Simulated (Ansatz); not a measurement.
# F (charge -1), singlet: CASSCF and its corrections

Calculated in Ansatz's Gaussian-basis code. Basis aug-cc-pVTZ, nonrelativistic, no frozen core. State-specific CASSCF; RHF is the lowest restricted (open-shell) Hartree–Fock solution met. No symmetry is imposed, so a solution can break that of the shape. Lower solutions, or ones in other orbitals, may exist.

System: a free atom or ion.

(1) What do CASSCF and its corrections give against RHF in CAS(6,6), and what are the occupations?

Answers

(1) CASSCF -2.915 eV, SC-NEVPT2 -7.799 eV; occupations 1.98, 1.98, 1.98, 0.02, 0.02, 0.02.
